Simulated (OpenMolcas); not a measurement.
## Mo III: effect of the IPEA shift

```json
{
 "Program": "OpenMolcas",
 "Basis": "ANO-R2 [7s5p4d2f1g]",
 "Scalar Hamiltonian": "X2C, finite nucleus",
 "Active space": "4 electrons in 5 orbitals (4d)",
 "State averaging": "2S+1 = 5 even, 5 roots; 2S+1 = 3 even, 45 roots; 2S+1 = 1 even, 50 roots",
 "Spin-orbit coupling": "RASSI with atomic mean-field integrals over the reference wave functions, term energies averaged over their components"
}
```

Methods on the same reference wave functions:
A. CASSCF
B. MS-CASPT2, IPEA 0.25 Eh, imaginary shift 0.1 Eh (closed shells correlated: 4s 4p)
C. MS-CASPT2, IPEA 0.5 Eh, imaginary shift 0.1 Eh (closed shells correlated: 4s 4p)

Energies in cm⁻¹ above 4d⁴ ⁵D₀, the measured ground level; measured values from Sugar and Musgrove, J. Phys. Chem. Ref. Data 17, 155 (1988).

| Level | A | B | C | Measured |
| --- | --- | --- | --- | --- |
| 4d⁴ ⁵D₀ | 0.0 | 0.0 | 0.0 | 0.0 |
| 4d⁴ ⁵D₁ | 220 | 239 | 235 | 242 |
| 4d⁴ ⁵D₂ | 626 | 663 | 654 | 668 |
| 4d⁴ ⁵D₃ | 1175 | 1217 | 1207 | 1224 |
| 4d⁴ ⁵D₄ | 1834 | 1865 | 1857 | 1872 |
| 4d⁴ ³H₄ | 15643 | 13520 | 13820 | 12680 |
| 4d⁴ ³P₀(1) | 16027 | 11960 | 12750 | 11149 |
| 4d⁴ ³H₅ | 16133 | 14070 | 14370 | 13276 |
| 4d⁴ ³H₆ | 16609 | 14580 | 14870 | 13811 |
| 4d⁴ ³P₁(1) | 17260 | 13200 | 14000 | 12510 |
| 4d⁴ ³F₃(1) [73 %] | 18127 | 14920 | 15500 | 13948 |
| 4d⁴ ³F₂(1) | 18212 | 14940 | 15570 | 13929 |
| 4d⁴ ³F₄(1) | 18368 | 15220 | 15800 | 14296 |
| 4d⁴ ³P₂(1) | 19163 | 15060 | 15870 | 14358 |
| 4d⁴ ³G₃ [73 %] | 20001 | 16840 | 17300 | 15871 |
| 4d⁴ ³G₄ | 20407 | 17260 | 17680 | 16283 |
| 4d⁴ ³G₅ | 20708 | 17640 | 18030 | 16714 |
| 4d⁴ ¹I₆ | 23984 | 20970 | 20970 | 20290 |
| 4d⁴ ³D₃ | 25232 | 20500 | 21160 | 19488 |
| 4d⁴ ³D₂ | 25380 | 20610 | 21260 | 19577 |
| 4d⁴ ¹G₄(1) | 25626 | 21870 | 22050 | 20612 |
| 4d⁴ ³D₁ | 25630 | 20920 | 21580 |  |
| 4d⁴ ¹S₀(1) | 29325 | 24010 | 24650 | 22990 |
| 4d⁴ ¹D₂(1) | 30977 | 24740 | 25130 | 22806 |

Deviations, from unrounded energies. A percentage is the sum of absolute deviations over the sum of measured energies, with the sign that they share, or ± where signs differ.

```tsv
Against measurement	Levels	A	B	C
mean absolute deviation (cm-1)	22	3800	790	1200
fine structure of the ground term (%)	4	-3.8	-0.6	-1.3
other terms of the ground configuration (%)	18	+28.0	+5.9	+8.9
```

B lies closest to measurement on these levels and A furthest from it. The largest miss of B in the table is 4d⁴ ¹D₂(1), by +1900 cm-1. The ranking rests on the paired levels alone, and a cruder setting can come out closer through cancelling errors.

Between B and C the level of the table that moves most is 4d⁴ ³P₂(1), by 810 cm-1 (lowest in B, highest in C). Moves below CASPT2's spread within the term are not significant.

The mean deviations of B to C differ by less than CASPT2's widest spread within a term (1500 cm-1), so their order carries little weight.

From A to B the spin-free energies of the other terms of 4d⁴ shown, above ⁵D, scale by factors of 0.76 to 0.86, as is usual when dynamic correlation screens the repulsion within a d or f shell.

The lowest spin-free term lies below A's lowest term by 0.313 hartree in B, 0.302 hartree in C.

CASPT2 does not keep the components of a term degenerate, so their means are used; among the terms shown or strongly mixed into the levels shown the widest spread is 1500 cm-1 (4d⁴ ¹I, C). Levels of configurations with an s electron are missing; early in the row they begin among the upper levels of the d shell and mix with terms of their name. The CASPT2 spread within a term exceeds the gap to the next term for 4d⁴ ³P(1) and 4d⁴ ³H, 4d⁴ ³D and 4d⁴ ¹I, 4d⁴ ¹I and 4d⁴ ¹G(1), so the order of their levels is uncertain (figures for B; the like holds for C). Without dynamic correlation excited terms often stand tens of per cent too high (terms of higher spin than the ground term too low), and those without a measured partner can miss by more than the paired ones (holds for A). Some levels mix across a computed gap that differs much from the measured one, so their mixing is not that of the real levels (holds for A). Computed and measured levels are paired by configuration, term and J; levels that our copy of the source lacks, or whose pairing is in doubt (as where it misses far off the trend of its configuration), stay unpaired and out of the deviations. Only configurations of the active space appear. The table leaves out levels that lie high or whose names do not pair safely across all columns.

A share in square brackets marks a mixed level and gives the weight of the term that names it, the lowest over the columns. A number in round brackets counts repeated terms of one configuration in the order of the reference energies.
